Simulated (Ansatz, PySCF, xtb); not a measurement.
Complex: H2S (SMILES S) (first 3 atoms) with GeH4 (SMILES [GeH4]); geometry from B3LYP-D3(BJ)/def2-TZVP, rigid monomers moved along the line of their centres of mass till S1···Ge4 is 3.47 Å.
(charge 0, multiplicity 1):
```xyz
8

S      0.156    -0.375    -0.314
H      0.278    -1.634     0.138
H     -1.172    -0.372    -0.119
Ge     0.003     0.128     3.119
H     -0.124     0.279     4.646
H     -1.004    -0.929     2.640
H      1.428    -0.323     2.772
H     -0.302     1.474     2.449
```

Counterpoise-corrected where a basis set is named; no monomer relaxation. Rows marked so take none.

Cores are frozen in the correlated methods. Filled d and f shells under p-block atoms count as core. CBS: X⁻³ extrapolation of the correlation energy, Hartree–Fock from the larger set. Rows in 3-21G, 6-31G* carry no dispersion term and start afresh at each structure (6-31G* with six Cartesian d functions); the Pople sets are all-electron and without relativity.

Codes used: Ansatz (an electronic-structure program); PySCF for 3-21G rows, 6-31G* rows, the dispersion terms; xtb for the GFN methods. Values without a source in brackets are computed.

```tsv
level	interaction energy (kcal/mol)
GFN1-xTB	-10.38
PBE/def2-TZVPPD	0.83
BP86/6-31G* (no counterpoise)	1.63
r2SCAN/def2-TZVPPD	0.24
B3LYP/3-21G (no counterpoise)	-0.47
B3LYP/def2-TZVPPD	2.09
B3LYP-D4/def2-TZVPPD	-0.01
wB97M-V/def2-TZVPPD	-0.40
MP2/CBS(def2-SVPD, def2-TZVPPD)	(withheld)
```

Problem. Complete the blanks.

Solution. 
- MP2/CBS(def2-SVPD, def2-TZVPPD), interaction energy (kcal/mol): -0.10
